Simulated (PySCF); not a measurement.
This PySCF input asks for the NMR shieldings of SMILES C1CC(C2COC2)C1, C7H12O; the geometry comes from GFN2-xTB.

```python
import basis_set_exchange as bse
import numpy as np
from pyscf import gto, dft
from pyscf.prop import nmr

atoms = """
C     2.440424    0.102386   -0.148618
C     1.309482    1.141105   -0.106926
C     0.314297    0.026512    0.270929
C    -0.953442   -0.052572   -0.552783
C    -1.978842   -1.115935   -0.132122
O    -2.959843   -0.115350    0.147291
C    -2.065957    0.944790   -0.197031
C     1.399753   -1.022421   -0.040412
H     3.046715    0.100031   -1.051759
H     3.098571    0.156975    0.715694
H     1.097069    1.578433   -1.080540
H     1.424107    1.942909    0.619043
H     0.059079    0.048992    1.332306
H    -0.712160   -0.075958   -1.616655
H    -1.714220   -1.685228    0.763897
H    -2.310424   -1.802363   -0.915705
H    -2.452151    1.549498   -1.021702
H    -1.852709    1.590310    0.660175
H     1.226617   -1.535329   -0.984506
H     1.578486   -1.766107    0.732760
"""
names = dict.fromkeys(["C", "O", "H"], "pcSseg-1")
basis = {el: gto.basis.parse(bse.get_basis(n, elements=[el], fmt="nwchem")) for el, n in names.items()}
mol = gto.M(atom=atoms, basis=basis, charge=0, verbose=0)
mf = dft.RKS(mol, xc="PBE0")
mf.grids.level = 2
mf.grids.alignment = dft.numint.BLKSIZE   # the property module wants whole blocks of grid points
mf.conv_tol = 1e-9
mf.kernel()

calc = nmr.RKS(mf)   # GIAO
C = mf.mo_coeff
Co = C[:, mf.mo_occ > 0]
resp = mf.gen_response(singlet=True, hermi=2)
def vind(x):   # induced exchange potential for any number of trial vectors
    d = np.einsum("pi,xij,qj->xpq", C, 2 * x.reshape(-1, C.shape[1], Co.shape[1]), Co, optimize=True)
    return np.einsum("xpq,pi,qj->xij", resp(d - d.transpose(0, 2, 1)), C, Co, optimize=True).ravel()
mo1, _ = nmr.rhf.solve_mo1(calc, with_cphf=vind)
sigma = calc.kernel(mo1)
for i, s in enumerate(sigma):   # ppm
    print("%2d %-2s %9.2f" % (i, mol.atom_pure_symbol(i), np.trace(s) / 3))
```

**Question.** What does it print?

**Answer.** 
```
 0 C     170.35
 1 C     160.67
 2 C     146.88
 3 C     140.92
 4 C     108.47
 5 O     337.06
 6 C     108.51
 7 C     160.67
 8 H      29.89
 9 H      29.71
10 H      30.26
11 H      29.54
12 H      29.01
13 H      28.92
14 H      27.31
15 H      26.82
16 H      26.82
17 H      27.31
18 H      30.27
19 H      29.54
```

These numbers come from an equivalent density-fitted implementation of the same equations, which agrees with the script to about 0.01 ppm for H and up to a few tenths of a ppm for heavy atoms, so last digits may differ.

**Question.** Turn these shieldings into chemical shifts. Shifts are taken against calculated references (same method and geometry level): ¹³C (186.93 ppm), ¹H (31.72 ppm) against TMS; H2O for ¹⁷O (336.08 ppm).

**Answer.** Averaging equivalent atoms: C 4/6: 78.4; C 3: 46.0; C 2: 40.0; C 1/7: 26.3; C 0: 16.6; O 5: -1.0; H 15/16: 4.90; H 14/17: 4.41; H 13: 2.80; H 12: 2.71; H 11/19: 2.17; H 9: 2.01; H 8: 1.83; H 10/18: 1.45 ppm. Experimental scales use liquid or dissolved standards, which lie at an offset from isolated H2O (liquid H2O: subtract about 36 ppm).

Size and cost of the density-fitted run: 196 basis functions, 24 s wall time on 1 thread of an AMD EPYC 9R45 96-Core, shared host; peak memory 0.86 GiB.
